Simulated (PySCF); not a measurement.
**²⁹Si chemical shifts**

Calculated, not measured (PySCF): shieldings: GIAO PBE0/pcSseg-1, GFN2-xTB structure. Non-relativistic Hamiltonian, fast rotation and ring inversion assumed for equivalent nuclei, gas phase, single conformer.

Shieldings were converted by a linear fit to measured shifts: ²⁹Si (scatter 8.9 ppm rms, 25.8 ppm with the 6 outliers that the fit left out vs TMS, solution or neat liquid). A few per cent of atoms miss by over 2 rms, more outside the fitted compound classes.

Q: Give the ²⁹Si shifts of `C=C[C@@H]1[C@H]([SiH3])C[C@@]1(F)C(=O)F`, `C[SiH2]O[Si@@H](N)[SiH2][SiH3]`, `F[C@H]1C[C@@H](/C=N/[SiH3])C1`, `O[Si@H]1C=C[Si@@H](CCl)C=C1`, `N[SiH2][C@@H]1CC=C[C@@H]1F`, `O[Si@H]1C=C[Si@H](CCl)C=C1`.

A: 
| compound | environment | δ (ppm) |
| --- | --- | --- |
| C=C[C@@H]1[C@H]([SiH3])C[C@@]1(F)C(=O)F | silicon bonded to C, 3 H | -64.2 |
| [CH3:1][SiH2:2][O:3][Si@@H:4]([NH2:5])[SiH2:6][SiH3:7] | Si4: silicon bonded to N, O, Si, H | -16.1 |
| [CH3:1][SiH2:2][O:3][Si@@H:4]([NH2:5])[SiH2:6][SiH3:7] | Si2: silicon bonded to C, O, 2 H | -26.0 |
| [CH3:1][SiH2:2][O:3][Si@@H:4]([NH2:5])[SiH2:6][SiH3:7] | Si7: silicon bonded to Si, 3 H | -102.7 |
| [CH3:1][SiH2:2][O:3][Si@@H:4]([NH2:5])[SiH2:6][SiH3:7] | Si6: silicon bonded to 2 Si, 2 H | -117.1 |
| F[C@H]1C[C@@H](/C=N/[SiH3])C1 | silicon bonded to N, 3 H | -56.8 |
| [OH:1][Si@H:2]1[CH:3]=[CH:4][Si@@H:5]([CH2:6][Cl:7])[CH:8]=[CH:9]1 | Si2: silicon bonded to 2 C, O, H, in a 6-membered ring | -44.4 |
| [OH:1][Si@H:2]1[CH:3]=[CH:4][Si@@H:5]([CH2:6][Cl:7])[CH:8]=[CH:9]1 | Si5: silicon bonded to 3 C, H, in a 6-membered ring | -53.0 |
| N[SiH2][C@@H]1CC=C[C@@H]1F | silicon bonded to C, N, 2 H | -35.1 |
| [OH:1][Si@H:2]1[CH:3]=[CH:4][Si@H:5]([CH2:6][Cl:7])[CH:8]=[CH:9]1 | Si2: silicon bonded to 2 C, O, H, in a 6-membered ring | -43.8 |
| [OH:1][Si@H:2]1[CH:3]=[CH:4][Si@H:5]([CH2:6][Cl:7])[CH:8]=[CH:9]1 | Si5: silicon bonded to 3 C, H, in a 6-membered ring | -50.5 |
